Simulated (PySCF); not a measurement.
## Which determinant of Ca₂⁺ lies lowest?

Unrestricted PBE0; PySCF, no relativity, basis sets Ca pcseg-1. Outer shells of the fragments: Ca+ 4s1; Ca 4s2.

Followed along the bond (rough minima from three points):

```json
{"2Ms+1": "2", "unpaired": "σ ↑", "⟨S²⟩ at the start": "0.79", "R at minimum (Å)": "3.86", "Te (eV)": "0.00"}
{"2Ms+1": "2", "unpaired": "π ↑", "⟨S²⟩ at the start": "0.77", "R at minimum (Å)": "3.23", "Te (eV)": "0.62"}
{"2Ms+1": "2", "unpaired": "δ ↑", "⟨S²⟩ at the start": "0.75", "R at minimum (Å)": "3.54", "Te (eV)": "1.57"}
{"2Ms+1": "4", "unpaired": "σ ↑↑, π ↑", "⟨S²⟩ at the start": "3.75", "R at minimum (Å)": "3.60", "Te (eV)": "1.61"}
{"2Ms+1": "4", "unpaired": "σ ↑, π ↑↑", "⟨S²⟩ at the start": "3.75", "R at minimum (Å)": "none in the scan", "Te (eV)": "≤ 1.69"}
```

Solutions found at the starting distance of 3.280 Å, counted from the lowest of them; the search is not exhaustive and high or unbound solutions are not listed, so other states can lie among these:

```csv
2Ms+1,unpaired,term,E (eV),⟨S²⟩,⟨Lz²⟩
2,σ ↑,²Σ⁺,0.00,0.79,0.00
2,π ↑,²Π,0.30,0.77,1.02
2,δ ↑,²Δ,1.32,0.75,4.00
4,"σ ↑↑, π ↑",⁴Π,1.37,3.75,1.00
4,"σ ↑, π ↑↑",⁴Σ⁻,1.53,3.75,0.00
4,σ ↑↑↑,⁴Σ⁺,1.77,3.75,0.00
2,"σ ↑↑, π ↓",mixed,1.97,1.75,1.03
2,"σ ↑, π ↑↓",mixed,2.18,1.75,2.02
2,σ ↑,mixed,2.67,0.80,2.00
4,"σ ↑↑, δ ↑",⁴Δ,2.71,3.75,4.00
```

A term symbol is given only where ⟨S²⟩ and ⟨Lz²⟩ are close to those of a pure state; real π, δ and φ orbitals otherwise mix terms, and g/u labels are left off.

Compare the gap between the two lowest followed solutions at the starting distance with the gap between their minima.

At PBE0 the second solution (doublet, unpaired electrons π ↑) lies +0.30 eV from the first (doublet, unpaired electrons σ ↑) at 3.280 Å and +0.62 eV at the minima; the two curves relax by different amounts, since their minima lie near 3.23 and 3.86 Å.

Counting both spins, an empty level lies below a filled one in some of these solutions, because spin and occupation are held.
